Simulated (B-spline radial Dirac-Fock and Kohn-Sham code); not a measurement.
Tm: non-radiative channels of the 2p3/2 vacancy

System: atomic thulium, configuration [Xe] 4f13 6s2.

Input of the calculation (task.json; shells as n, l, electrons):

```json
{"items": [{
  "Z": 69,
  "q": 0,
  "cfg": [[1, 0, 2], [2, 0, 2], [2, 1, 6], [3, 0, 2], [3, 1, 6], [3, 2, 10], [4, 0, 2], [4, 1, 6], [4, 2, 10], [4, 3, 13], [5, 0, 2], [5, 1, 6], [6, 0, 2]],
  "A": 169,
  "rrms": 5.2256,
  "do": ["binding", "quiet", "decay"],
  "holes": ["K", "L1", "L2", "L3", "M1", "M2", "M3", "M4", "M5", "N1", "N2", "N3", "N4", "N5"]
}]}
```

Command: `python xray_run.py task.json out`

The computed values come from a radial finite-basis atomic code: independent-particle rates on relativistic LDA orbitals of the hole state (multipoles up to L = 3, Coulomb Auger matrix elements, transition energies from Dirac-Fock). Kinetic energies are configuration averages from the vacuum level; the two-hole energies are estimated from single-hole states.

| transition | kinetic energy (eV) | width (meV) | share (%) |
| --- | --- | --- | --- |
| L3-M1M3 | 4413.8 | 98.8 | 3.0 |
| L3-M2M3 | 4625.8 | 169 | 5.1 |
| L3-M3M3 | 4833.9 | 218 | 6.6 |
| L3-M2M5 | 5035.0 | 96.8 | 2.9 |
| L3-M3M4 | 5200.9 | 239 | 7.2 |
| L3-M3M5 | 5249.5 | 345 | 10.4 |
| L3-M4M4 | 5565.7 | 36.2 | 1.1 |
| L3-M4M5 | 5609.1 | 694 | 21.0 |
| L3-M5M5 | 5655.4 | 455 | 13.7 |
| L3-M1N3 | 5975.1 | 14.4 | 0.4 |
| L3-M2N3 | 6195.0 | 25.6 | 0.8 |
| L3-M3N1 | 6266.2 | 23.6 | 0.7 |
| L3-M3N2 | 6355.2 | 35.9 | 1.1 |
| L3-M3N3 | 6403.6 | 79.6 | 2.4 |
| L3-M3N4 | 6550.1 | 43.2 | 1.3 |
| L3-M3N5 | 6559.0 | 60.7 | 1.8 |
| L3-M5N2 | 6770.1 | 19.0 | 0.6 |
| L3-M4N3 | 6773.4 | 33.8 | 1.0 |
| L3-M5N3 | 6818.0 | 55.4 | 1.7 |
| L3-M4N5 | 6929.3 | 91.5 | 2.8 |
| L3-M5N4 | 6964.9 | 111 | 3.4 |
| L3-M5N5 | 6974.4 | 136 | 4.1 |
| L3-M5N6 | 7154.2 | 14.9 | 0.4 |
| L3-N4N5 | 8252.9 | 15.2 | 0.5 |

The listed channels hold 94 % of the non-radiative rate. Summed by principal shells, of 3.31 eV in all: LMM 72.1 %, LMN 24.5 %, LNN 2.0 %, LMO 1.1 %, LNO 0.2 %.
